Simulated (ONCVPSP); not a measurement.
## u(r) = r·R(r): atom against pseudo-atom (barium)

Columns: radius, all-electron u(r) and pseudo u(r) of the 5p shell (level -18.74 eV) of barium in the configuration [Kr] 4d10 5s2 5p6 6s2; PBE, scalar-relativistic, ONCV scheme, ONCVPSP 4.0.1.

```tsv
r (bohr)	all-electron	pseudo
0.135	0.1108	0.0069
0.270	0.1940	0.0287
0.405	-0.2200	0.0685
0.540	-0.4236	0.1292
0.675	-0.3376	0.2116
0.810	-0.0972	0.3131
0.945	0.1768	0.4267
1.080	0.4190	0.5421
1.215	0.6048	0.6480
1.350	0.7312	0.7340
1.485	0.8048	0.7931
1.620	0.8351	0.8226
1.755	0.8322	0.8239
1.890	0.8055	0.8014
2.025	0.7627	0.7613
2.160	0.7101	0.7099
2.295	0.6525	0.6525
2.430	0.5933	0.5933
2.565	0.5350	0.5349
2.700	0.4791	0.4791
2.835	0.4267	0.4267
2.970	0.3783	0.3782
3.105	0.3341	0.3341
3.240	0.2942	0.2941
3.375	0.2584	0.2583
3.510	0.2265	0.2265
```

**Question.** How many radial nodes do the two functions have?

**Answer.** The all-electron 5p function has n − l − 1 = 3 (the table is too coarse to show those close to the nucleus); the pseudo-wave has 0, since the states of the same l below it are removed with the core.

**Question.** At about which radius was the pseudo-wave matched?

**Answer.** 2.50 bohr. The columns agree to 0.0005 from 2.16 bohr on; several derivatives are matched, so the curves merge somewhat inside the radius.

**Question.** Where does each function peak?

**Answer.** Outermost all-electron maximum near 1.62 bohr, pseudo maximum near 1.75 bohr (to the table’s step).

**Question.** Is the pseudo-wave norm-conserving?

**Answer.** Yes: the ONCV scheme keeps the norm inside the radius equal to the all-electron one, which fixes the energy derivative of the logarithmic derivative at the level.
